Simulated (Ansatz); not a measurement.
Relaxation of AlF3H6N2 (12 atoms, charge 0, multiplicity 1), to a largest force component of 0.03 eV/Å in at most 50 steps.

Theory: RKS revPBE-D4/def2-SVP in Ansatz.

```xyz
12
Properties=species:S:1:pos:R:3
Al 0.159 -2.221 0.748
N -1.394 0.252 -0.533
F 0.162 -3.203 -0.602
F -0.850 -2.526 2.041
H 1.476 0.936 0.271
F 1.487 -1.126 0.974
H -0.606 0.910 -0.489
N 1.451 1.902 -0.074
H -2.200 0.694 -0.070
H -1.637 0.120 -1.523
H 1.309 1.881 -1.091
H 0.642 2.381 0.348
```

Task: Where does it end, and by what steps?

Result: It converged. After 9 steps the energy has fallen by 1.379 eV; H9 moved furthest, 0.67 Å. Joined: Al1–N2.

```json
{"step": "0", "energy less start (eV)": "0.0000", "largest force component (eV/Å)": "1.553", "accepted": "yes"}
{"step": "1", "energy less start (eV)": "-0.2323", "largest force component (eV/Å)": "0.871", "accepted": "yes"}
{"step": "2", "energy less start (eV)": "-0.6402", "largest force component (eV/Å)": "0.648", "accepted": "yes"}
{"step": "3", "energy less start (eV)": "-1.1362", "largest force component (eV/Å)": "0.513", "accepted": "yes"}
{"step": "4", "energy less start (eV)": "-1.2384", "largest force component (eV/Å)": "1.597", "accepted": "yes"}
{"step": "5", "energy less start (eV)": "-1.3438", "largest force component (eV/Å)": "0.369", "accepted": "yes"}
{"step": "6", "energy less start (eV)": "-1.3569", "largest force component (eV/Å)": "0.710", "accepted": "yes"}
{"step": "7", "energy less start (eV)": "-1.3753", "largest force component (eV/Å)": "0.112", "accepted": "yes"}
{"step": "8", "energy less start (eV)": "-1.3785", "largest force component (eV/Å)": "0.038", "accepted": "yes"}
{"step": "9", "energy less start (eV)": "-1.3791", "largest force component (eV/Å)": "0.022", "accepted": "yes"}
```

```xyz
12
Properties=species:S:1:pos:R:3
Al -0.129 -1.697 0.488
N -1.061 -0.118 -0.342
F -0.102 -2.791 -0.796
F -1.129 -2.039 1.803
H 1.507 0.936 0.279
F 1.367 -0.978 0.871
H -0.391 0.686 -0.355
N 1.358 1.878 -0.105
H -1.896 0.161 0.192
H -1.357 -0.311 -1.309
H 1.204 1.874 -1.116
H 0.629 2.398 0.389
```

Time of the run: 22 s on 2 threads of Arm Neoverse V2, on a shared host, peak memory 0.14 GiB.
